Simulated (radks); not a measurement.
Problem. These are the eigenvalues of the occupied orbitals of an atom or ion with whole-number occupations (hartree). Calculated with a radial shooting solver on a logarithmic mesh with Libxc functionals: scalar-relativistic Kohn-Sham, PBE, spin-unpolarised, spherical densities, finite nucleus; Fermi nuclear charge, rms radius of each element as measured or else 0.836 A^(1/3) + 0.57 fm.

| orbital | eigenvalue |
|---|---|
| 1s | -2399.980 |
| 2s | -411.7262 |
| 2p | -361.7841 |
| 3s | -94.97803 |
| 3p | -80.05120 |
| 3d | -62.36472 |
| 4s | -20.34055 |
| 4p | -15.44307 |
| 4d | -9.10817 |
| 5s | -3.96306 |
| 5p | -2.78222 |
| 4f | -2.12854 |

Which element is it, and in what charge state? The configuration may be excited.

Solution. Z = 72, hafnium, charge +4: Hf4+ in [Xe] 4f14. The list shows which subshells hold electrons but not how many an open one holds; the 1s level, -2400 hartree, gives Z - s = 69.3 by -(Z - s)^2/2, which with screening and relativity narrows Z to a few neighbours, and the depths of the outer levels then fix element, charge and occupations together.
